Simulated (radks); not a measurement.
Values are calculated unless marked as measured or tabulated.
Species: Hf II. Configuration: [Xe] 4f14 5d1 6s2 (the NIST ground configuration).

Level of theory: scalar-relativistic Kohn-Sham, r2SCAN, spin-unpolarised, spherical densities, finite nucleus; meta-GGA in the generalised Kohn-Sham scheme; Fermi nuclear charge, rms radius 5.347 fm (a radial shooting solver on a logarithmic mesh with Libxc functionals).

Energy parts (eV):
part                       energy
total                  -410280.00
kinetic                 449422.26
electron-nucleus      -1011410.64
Hartree                 160083.90
exchange-correlation     -8375.52

Orbitals (lengths in bohr, moments of r in powers of bohr):
orbital,occ.,eigenvalue (eV),<1/r>
1s,2,-65363.85,83.78
2s,2,-11211.44,19.58
2p,6,-9843.315,17.85
3s,2,-2571.333,7.255
3p,6,-2160.607,6.720
3d,10,-1673.638,6.348
4s,2,-530.9260,3.061
4p,6,-395.5976,2.790
4d,10,-219.7994,2.473
5s,2,-78.1863,1.171
5p,6,-45.9326,0.9818
4f,14,-26.5005,1.920
6s,2,-11.9766,0.3997
5d,1,-10.5664,0.6056

The highest occupied level is 5d at -10.566 eV. The electron density at the nucleus is 1.282e+06 e/bohr^3 (large components only).
